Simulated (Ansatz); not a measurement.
Geometry optimisation, RKS PBE0/def2-SVP (Ansatz 0.2.0).

The input (input.yaml):

```yaml
crystal:
  periodic: [false, false, false]
  atoms:
    - { symbol: "N", position_ang: [1.2418, 0.2779, -1.3702] }
    - { symbol: Al, position_ang: [0.1076, -0.8194, -0.2971] }
    - { symbol: O, position_ang: [0.8163, -2.2886, 0.4951] }
    - { symbol: Se, position_ang: [-2.1276, -0.2743, 0.0565] }
    - { symbol: Se, position_ang: [-1.6111, 1.0384, 1.9251] }
    - { symbol: H, position_ang: [2.12323, 0.48602, -0.74737] }
    - { symbol: H, position_ang: [1.65428, -0.35727, -2.11753] }
    - { symbol: H, position_ang: [1.2119, -1.9394, 1.3763] }
    - { symbol: H, position_ang: [-1.4454, 2.2937, 1.0806] }
basis:
  gaussian: { orbitals: def2-SVP }
hamiltonian:
  xc: pbe0
relax:
  f_tol: 0.015
  max_steps: 40
```

Launched with:

```bash
$ ansatz run input.yaml --threads 2 --pin off --max-ram 3072MiB --backend cpu --events-out ev --progress --plain --runs-dir out
```

Q: Where does it end, and by what steps?

A: The forces met the threshold. The force dipped under the threshold on the way, but the program's further checks kept it going. After 30 steps the energy has fallen by 1.195 eV; H7 moved furthest, 1.16 Å. Joined: Al2–Se5 (3.37 → 2.63 Å).

| step | energy less start (eV) | largest force component (eV/Å) | accepted |
| --- | --- | --- | --- |
| 0 | 0.0000 | 2.565 | yes |
| 2 | -0.7601 | 0.713 | yes |
| 4 | -0.9098 | 0.593 | yes |
| 6 | -1.0764 | 0.331 | yes |
| 8 | -1.1641 | 0.360 | yes |
| 10 | -1.1820 | 0.498 | yes |
| 12 | -1.1884 | 0.011 | yes |
| 14 | -1.1887 | 0.074 | yes |
| 16 | -1.1890 | 0.103 | yes |
| 18 | -1.1901 | 0.049 | yes |
| 20 | -1.1913 | 0.145 | yes |
| 22 | -1.1926 | 0.056 | yes |
| 24 | -1.1936 | 0.036 | yes |
| 26 | -1.1941 | 0.020 | yes |
| 28 | -1.1944 | 0.022 | yes |
| 30 | -1.1946 | 0.008 | yes |

```xyz
9
Properties=species:S:1:pos:R:3
N 1.280 0.089 -1.089
Al 0.194 -0.652 0.101
O 0.781 -1.728 1.296
Se -2.126 -0.500 -0.339
Se -1.439 0.863 1.501
H 2.279 0.202 -0.962
H 0.973 0.560 -1.932
H 1.255 -2.533 1.082
H -1.228 2.116 0.746
```

Run time: 99 s on 2 threads of AMD EPYC 9R14 (Zen 4) (shared host), peak memory 0.4 GiB.
